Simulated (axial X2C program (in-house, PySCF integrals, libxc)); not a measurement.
Bond lengths and stretching modes, held linear, of FSbF⁺

Calculated with an axial X2C code built on PySCF integrals: two-component X2C with atomic mean-field Coulomb and Gaunt terms, Gaussian nuclei, basis F dyall-av3z, Sb dyall-v3z with contracted cores. Spin-free rows use the one-electron spin-free X2C Hamiltonian.

Masses F 18.998, Sb 120.904, F 18.998 u. States: 2c Ω = 0 (all partner blocks equally filled); spin-free M_S = 0, Λ = 0 (closed shell).

HF, spin-free: energies above the lowest point

| r(F–Sb) (Å) | r(Sb–F) (Å) | E (meV) |
| --- | --- | --- |
| 1.8730 | 1.8730 | 3.40 |
| 1.8730 | 1.9210 | 0.00 |
| 1.8730 | 1.9690 | 52.12 |
| 1.9210 | 1.8730 | 0.00 |
| 1.9210 | 1.9210 | 5.68 |
| 1.9210 | 1.9690 | 66.47 |
| 1.9210 | 2.0171 | 170.61 |
| 1.9690 | 1.8730 | 52.12 |
| 1.9690 | 1.9210 | 66.47 |
| 1.9690 | 1.9690 | 135.54 |
| 2.0171 | 1.9210 | 170.61 |
| 2.0171 | 2.0171 | 367.15 |

**Question.** Fit a quadratic surface with cubic terms in each bond: where is the minimum, and what are the two stretching wavenumbers?

**Answer.** At HF, spin-free: bonds 1.896 and 1.896 Å; harmonic stretches 656.5 and 656.9 cm⁻¹; force constants 4.25, 4.25 and coupling 0.57 mdyn/Å.

The other levels and Hamiltonians give:

```
Hamiltonian   level  r(F–Sb) (Å)  r(Sb–F) (Å)  lower stretch (cm⁻¹)  upper stretch (cm⁻¹)
         2c    PBE0        1.923        1.923                 622.4                 634.6
         2c      HF        1.896        1.896                 656.3                 656.4
         2c  r2SCAN        1.932        1.932                 609.2                 618.4
         2c     MP2        1.921        1.921                 628.3                 649.2
  spin-free    PBE0        1.922        1.922                 623.3                 635.6
  spin-free  r2SCAN        1.931        1.931                 610.2                 619.6
  spin-free     MP2        1.920        1.920                 629.0                 649.8
```

Each state is one determinant, the lowest of a limited PBE0 search; the stretches come from a fit to these few points and carry an uncertainty of a few per cent. Other orders of the atoms were not compared. MP2 freezes inner shells (threshold -2 hartree). The molecule was held linear; bending was not examined, so a bent shape may lie lower.
